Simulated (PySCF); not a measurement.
Cartesian coordinates in Å; atom numbers follow the order of the lines, from 1:
```xyz
15

C     1.971    0.169   -0.382
B     0.551    0.494    0.272
N    -0.179   -0.764    0.968
B    -1.665   -0.623    0.380
P    -1.036    0.720   -0.935
H     2.712   -0.091    0.394
H     1.946   -0.667   -1.103
H     2.369    1.046   -0.918
H     0.506    1.442    1.040
H     0.251   -1.646    0.692
H    -0.146   -0.726    1.985
H    -2.403   -0.083    1.181
H    -2.092   -1.653   -0.105
H    -0.946    0.338   -2.295
H    -1.677    1.975   -1.021
```

Geometry: PBE0-D3(BJ)/def2-SVP; GIAO shifts from PySCF 2.14.0 with density-fitted response routines, gas phase, non-relativistic, averaged over equivalent atoms.

At PBE0/pcSseg-0 (69 basis functions, 6.2 s wall time on 1 thread of an Arm Neoverse V1, shared host):
```json
{"atoms": "C1", "δ (ppm)": "8.5"}
{"atoms": "B2", "δ (ppm)": "-12.0"}
{"atoms": "B4", "δ (ppm)": "-22.7"}
{"atoms": "N3", "δ (ppm)": "25.4"}
{"atoms": "P5", "δ (ppm)": "-295.0"}
{"atoms": "H9", "δ (ppm)": "4.59"}
{"atoms": "H12", "δ (ppm)": "4.26"}
{"atoms": "H13", "δ (ppm)": "3.90"}
{"atoms": "H15", "δ (ppm)": "2.76"}
{"atoms": "H14", "δ (ppm)": "2.50"}
{"atoms": "H11", "δ (ppm)": "1.40"}
{"atoms": "H10", "δ (ppm)": "0.87"}
{"atoms": "H6/H7/H8", "δ (ppm)": "0.24"}
```

Chemical shifts δ = σref − σ; $^{13}$C (σref 193.52), $^{1}$H (σref 32.83) against TMS; $^{11}$B (σref 104.89) vs BF3·OEt2; NH3 for $^{15}$N (σref 266.02); $^{31}$P (σref 281.41) vs H3PO4, all at this level.

Q: Predict the values at PBE0/6-31G on the same geometry.

A: 
```json
{"atoms": "C1", "δ at PBE0/6-31G": "8.8", "change": "+0.3"}
{"atoms": "B2", "δ at PBE0/6-31G": "-12.3", "change": "-0.3"}
{"atoms": "B4", "δ at PBE0/6-31G": "-22.6", "change": "+0.1"}
{"atoms": "N3", "δ at PBE0/6-31G": "18.1", "change": "-7.3"}
{"atoms": "P5", "δ at PBE0/6-31G": "-195.5", "change": "+99.5"}
{"atoms": "H9", "δ at PBE0/6-31G": "4.35", "change": "-0.24"}
{"atoms": "H12", "δ at PBE0/6-31G": "3.89", "change": "-0.37"}
{"atoms": "H13", "δ at PBE0/6-31G": "3.64", "change": "-0.26"}
{"atoms": "H15", "δ at PBE0/6-31G": "2.54", "change": "-0.22"}
{"atoms": "H14", "δ at PBE0/6-31G": "2.29", "change": "-0.21"}
{"atoms": "H11", "δ at PBE0/6-31G": "1.67", "change": "+0.27"}
{"atoms": "H10", "δ at PBE0/6-31G": "1.20", "change": "+0.33"}
{"atoms": "H6/H7/H8", "δ at PBE0/6-31G": "0.38", "change": "+0.14"}
```

Shifts are taken against calculated references (same method and geometry level): TMS for $^{13}$C (199.54 ppm) and $^{1}$H (32.61 ppm); BF3·OEt2 for $^{11}$B (113.16 ppm); NH3 for $^{15}$N (260.69 ppm); $^{31}$P (364.31 ppm) against H3PO4.

The largest change is at P5 (phosphorus bonded to 2 B, 2 H, in a 4-membered ring). Cost: 69 basis functions, 7.1 s wall time on 1 thread of an Arm Neoverse V1, shared host.

A carbon bonded to boron is broadened by the quadrupolar boron nucleus and is often missing from a measured spectrum. Experimental scales use liquid or dissolved standards, which lie at an offset from isolated NH3 (liquid NH3: subtract about 20 ppm) and H3PO4.
